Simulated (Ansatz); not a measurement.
Reactions of `C[B](F)[GeH3]`.

Gas-phase electronic energies from Ansatz, PBE0-D4/def2-TZVP geometries. CCSD(T)/CBS is the MP2 limit (def2-TZVPP, def2-QZVPP) plus CCSD(T) − MP2 in def2-TZVPP, frozen cores. This one scheme is used for every species. For Ge, Sc outer-core shells are correlated without core-valence functions, which leaves a few kJ/mol of doubt a bond. Scalar relativity is left out up to krypton. One conformer a species, not always the lowest.

Question: Order these by ΔE at CCSD(T)/CBS, lowest first. (An estimate is asked.)
A. `C[B](F)[GeH3]` + `O=C[SiH](F)[SiH3]` → `C[BH][GeH3]` + `O=C[Si](F)(F)[SiH3]`
B. `C[B](F)[GeH3]` + `[F][Sc]([Cl])[O][SiH3]` → `C[B](Cl)[GeH3]` + `[F][Sc]([F])[O][SiH3]`
C. `C[B](F)[GeH3]` + `CCN[SiH2]Cl` → `CC[N]([GeH3])[SiH2]Cl` + `CBF`

Answer: C (-5.7 kcal/mol), A (-0.7 kcal/mol), B (+9.3 kcal/mol).

Largest T1 diagnostic: 0.016, for `[F][Sc]([F])[O][SiH3]`.
